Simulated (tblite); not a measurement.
Compound: C6H6N (doublet state).
Atom-mapped SMILES: `[CH:1]#[C:2][C@H:3]1[CH:4]=[CH:5][CH:6][NH:7]1` (hydrogens: H8 on C1; H9 on C3; H10 on C4; H11 on C5; H12 on C6; H13 on N7)
Bond orders are those of one Lewis drawing.

Computed with GFN2-xTB (tblite), gas phase: L-BFGS steps from a force-field or distance-geometry start until the largest atomic force falls under 0.01 eV/Å.

Step 46: E = -508.3518 eV
```
atom  x, y, z in Å  |  force x, y, z in eV/Å
C1      2.7250    0.8442   -0.2563    0.009   0.003  -0.001
C2      1.6333    0.4679    0.0583   -0.035   0.006  -0.004
C3      0.3069   -0.0198    0.4396    0.011  -0.014   0.014
C4     -0.8149    0.9276    0.1174    0.052   0.040  -0.009
C5     -1.7091    0.2854   -0.7063   -0.035   0.009   0.003
C6     -1.2689   -1.0046   -0.9462   -0.012   0.030   0.031
N7     -0.0574   -1.1926   -0.3304    0.032  -0.012   0.012
H8      3.6837    1.1794   -0.5244   -0.041   0.009  -0.007
H9      0.3594   -0.2414    1.5249   -0.031  -0.036   0.027
H10    -0.8620    1.9257    0.5015    0.019   0.008  -0.019
H11    -2.6163    0.7091   -1.0947    0.023  -0.006  -0.013
H12    -1.7086   -1.7823   -1.5357   -0.028  -0.020  -0.026
H13     0.3246   -2.0982   -0.1267    0.037  -0.017  -0.011
```

Step 47: E = -508.3523 eV
```
atom  x, y, z in Å  |  force x, y, z in eV/Å
C1      2.7208    0.8431   -0.2599    0.026   0.012  -0.008
C2      1.6307    0.4675    0.0597   -0.053  -0.004   0.006
C3      0.3054   -0.0203    0.4443    0.018  -0.031   0.012
C4     -0.8143    0.9277    0.1190    0.041   0.017  -0.003
C5     -1.7060    0.2869   -0.7086   -0.015   0.007   0.006
C6     -1.2668   -1.0037   -0.9467   -0.008   0.023   0.025
N7     -0.0590   -1.1933   -0.3248    0.026  -0.023   0.007
H8      3.6771    1.1795   -0.5331   -0.022   0.013  -0.010
H9      0.3599   -0.2429    1.5292   -0.038  -0.026   0.028
H10    -0.8634    1.9227    0.5088    0.015   0.038  -0.019
H11    -2.6085    0.7124   -1.1039   -0.003   0.004  -0.012
H12    -1.7064   -1.7808   -1.5378   -0.020  -0.014  -0.020
H13     0.3262   -2.0984   -0.1252    0.034  -0.016  -0.011
```

Task: Estimate the geometry and energy of step 48. (The exact step hangs on the optimiser's Hessian estimate; all steps are aligned on step 47, rigid shifts and turns removed.)

Result: E = -508.3528 eV, largest force 0.065 eV/Å
```
atom  x, y, z in Å  |  force x, y, z in eV/Å
C1      2.7179    0.8423   -0.2610    0.022   0.016  -0.010
C2      1.6283    0.4676    0.0606   -0.045  -0.013   0.014
C3      0.3045   -0.0213    0.4470    0.014  -0.040   0.012
C4     -0.8127    0.9282    0.1189    0.028  -0.004   0.005
C5     -1.7043    0.2880   -0.7094    0.005   0.007   0.002
C6     -1.2667   -1.0035   -0.9452   -0.016   0.007   0.005
N7     -0.0605   -1.1943   -0.3216    0.030  -0.027   0.014
H8      3.6718    1.1812   -0.5376   -0.002   0.018  -0.014
H9      0.3589   -0.2452    1.5317   -0.038  -0.016   0.026
H10    -0.8619    1.9210    0.5125    0.011   0.061  -0.021
H11    -2.6024    0.7154   -1.1116   -0.022   0.008  -0.004
H12    -1.7075   -1.7809   -1.5358   -0.012  -0.004  -0.015
H13     0.3303   -2.0982   -0.1275    0.025  -0.013  -0.013
```

The energy changes by -0.0005 eV. The first-order estimate −F·Δx gives -0.0007 eV and the mean of the old and new forces, exact on a quadratic surface, -0.0005 eV. The step makes an angle of 72° with the force vector and moves no atom by more than 0.010 Å.

The cost below is that of the whole relaxation. The run took 0.46 s of wall time on one thread of an Arm Neoverse V1, no GPU, shared host.
